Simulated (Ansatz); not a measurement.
Basis-set extrapolation for Si$_{4}$ (PBE0-D4/def2-TZVP geometry, frozen core, Ansatz). Multiplicity 1, RHF reference.

```csv
,cc-pV(T+d)Z,cc-pV(Q+d)Z
HF,-1155.666442,-1155.674685
MP2 correlation,-0.432214,-0.460971
CCSD(T) correlation,-0.488444,-0.512928
```

Energies in hartree. Use E(X) = E(∞) + A·exp(−5.46·√X) for Hartree–Fock and E(X) = E(∞) + B·X^(−3.05) for correlation, with X = 3 and 4.

Question: What is the CCSD(T) energy at the basis-set limit?

Answer: HF limit: -1155.674685 + (-0.008243) × 0.30130 = -1155.67717. Correlation limit: -0.512928 + (-0.024484) × 0.71189 = -0.53036. Total: -1156.20753 hartree, 138.2 kJ/mol below CCSD(T)/cc-pV(T+d)Z.
